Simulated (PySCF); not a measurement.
PySCF input (BP86/def2-SVP):

```python
from pyscf import gto, dft

mol = gto.M(
    atom='''
    Cl   -1.82412500   -1.36291100   -0.24486100
    Ge   -0.40852900    0.10005700    0.52503600
    Cl   -0.98648300    2.05237800   -0.24395000
    Br    1.73866500   -0.42636400   -0.24261000
    ''',
    basis='def2-svp',
    charge=0,
    spin=1,
    verbose=4,
)

mf = dft.UKS(mol, xc='bp86')
mf.grids.level = 3
mf.conv_tol = 1e-9
mf.max_cycle = 100
mf.max_memory = 1500
mf.kernel()
if not mf.converged:
    mf = mf.newton()
    mf.kernel(mf.make_rdm1())
mo, _, stable, _ = mf.stability(return_status=True)
if not stable:
    mf.kernel(mf.make_rdm1(mo, mf.mo_occ))
    stable = mf.stability(return_status=True)[2]
mf.dip_moment()
```

From the output:

```
direct_scf_tol = 1e-13
number electrons alpha = 51  beta = 50
XC library pyscf.dft.libxc version 7.1.2
    S. Lehtola, C. Steigemann, M. J. T. Oliveira, and M. A. L. Marques,  SoftwareX 7, 1–5 (2018)
XC functionals = bp86
    A. D. Becke,  Phys. Rev. A 38, 3098 (1988)
    J. P. Perdew,  Phys. Rev. B 33, 8822 (1986)
    J. P. Perdew,  Phys. Rev. B 34, 7406–7406 (1986)
radial grids:
    Treutler-Ahlrichs [JCP 102, 346 (1995); DOI:10.1063/1.469408] (M4) radial grids

becke partition: Becke, JCP 88, 2547 (1988); DOI:10.1063/1.454033
pruning grids: <function nwchem_prune>
grids dens level: 3
symmetrized grids: False
atomic radii adjust function: <function treutler_atomic_radii_adjust>
small_rho_cutoff = 0
Set gradient conv threshold to 3.16228e-05
tot grids = 78824
init E= -5569.97306686746
  alpha nocc = 51  HOMO = -0.215875200248674  LUMO = -0.0675373221504332
  beta  nocc = 50  HOMO = -0.312981176139364  LUMO = -0.215875200248699

WARN: HOMO -0.215875200248674 >= LUMO -0.215875200248699

cycle= 1 E= -5571.33149076654  delta_E= -1.36  |g|= 0.484  |ddm|=  1.7
  alpha nocc = 51  HOMO = -0.245819110355932  LUMO = -0.105351689192781
  beta  nocc = 50  HOMO = -0.249103264604711  LUMO = -0.226870435138585
  HOMO = -0.245819110356  LUMO = -0.226870435139  gap/eV = 0.51562
cycle= 2 E= -5570.94652927726  delta_E= 0.385  |g|= 0.991  |ddm|= 1.57
  alpha nocc = 51  HOMO = -0.22160432548571  LUMO = -0.060734472048964
  beta  nocc = 50  HOMO = -0.268355629626311  LUMO = -0.194074030910194
  HOMO = -0.221604325486  LUMO = -0.19407403091  gap/eV = 0.74914
cycle= 3 E= -5571.41868888609  delta_E= -0.472  |g|= 0.106  |ddm|=  1.2
  alpha nocc = 51  HOMO = -0.233341381239336  LUMO = -0.0707415476200306
  beta  nocc = 50  HOMO = -0.277364625430971  LUMO = -0.204334382356702
  HOMO = -0.233341381239  LUMO = -0.204334382357  gap/eV = 0.78932
cycle= 4 E= -5571.42467173352  delta_E= -0.00598  |g|= 0.0363  |ddm|= 0.178
  alpha nocc = 51  HOMO = -0.233678230026069  LUMO = -0.0698644358264153
  beta  nocc = 50  HOMO = -0.276419761401101  LUMO = -0.203631439472611
  HOMO = -0.233678230026  LUMO = -0.203631439473  gap/eV = 0.81761
cycle= 5 E= -5571.42542916069  delta_E= -0.000757  |g|= 0.0116  |ddm|= 0.0516
  alpha nocc = 51  HOMO = -0.23320213812271  LUMO = -0.0694613910085651
  beta  nocc = 50  HOMO = -0.277539317451758  LUMO = -0.202895420835358
  HOMO = -0.233202138123  LUMO = -0.202895420835  gap/eV = 0.82469
cycle= 6 E= -5571.42547061135  delta_E= -4.15e-05  |g|= 0.00436  |ddm|= 0.022
  alpha nocc = 51  HOMO = -0.233106579636719  LUMO = -0.0694089440556858
  beta  nocc = 50  HOMO = -0.276848749807238  LUMO = -0.202718273227064
  HOMO = -0.233106579637  LUMO = -0.202718273227  gap/eV = 0.82691
cycle= 7 E= -5571.4254861231  delta_E= -1.55e-05  |g|= 0.000464  |ddm|= 0.00889
  alpha nocc = 51  HOMO = -0.233085897915499  LUMO = -0.0693418474672041
  beta  nocc = 50  HOMO = -0.276880144464164  LUMO = -0.202619414662105
  HOMO = -0.233085897915  LUMO = -0.202619414662  gap/eV = 0.82904
cycle= 8 E= -5571.4254862638  delta_E= -1.41e-07  |g|= 0.000175  |ddm|= 0.00106
  alpha nocc = 51  HOMO = -0.233109694545499  LUMO = -0.0693590385760765
  beta  nocc = 50  HOMO = -0.276883931668694  LUMO = -0.202629774013697
  HOMO = -0.233109694545  LUMO = -0.202629774014  gap/eV = 0.82940
cycle= 9 E= -5571.4254862861  delta_E= -2.23e-08  |g|= 3.44e-05  |ddm|= 0.000283
  alpha nocc = 51  HOMO = -0.233114945780492  LUMO = -0.0693607520325683
  beta  nocc = 50  HOMO = -0.276882937249034  LUMO = -0.202633832310621
  HOMO = -0.23311494578  LUMO = -0.202633832311  gap/eV = 0.82943
cycle= 10 E= -5571.42548628688  delta_E= -7.74e-10  |g|= 1.15e-05  |ddm|= 6.92e-05
  alpha nocc = 51  HOMO = -0.233113003427553  LUMO = -0.0693609979801812
  beta  nocc = 50  HOMO = -0.276885490519794  LUMO = -0.202631538355399
  HOMO = -0.233113003428  LUMO = -0.202631538355  gap/eV = 0.82944
Extra cycle  E= -5571.42548628678  delta_E= 9.82e-11  |g|= 1.79e-05  |ddm|= 4.51e-05
converged SCF energy = -5571.42548628678  <S^2> = 0.75167316  2S+1 = 2.0016725
uhf_internal: lowest eigs of H = [0.60054446 0.63097531 0.64879187]
<class 'pyscf.dft.uks.UKS'> wavefunction is stable in the internal stability analysis
Dipole moment(X, Y, Z, Debye):  0.14149, -0.03499,  0.96531
```

The geometry given is a B3LYP-D3(BJ)/def2-TZVP minimum.
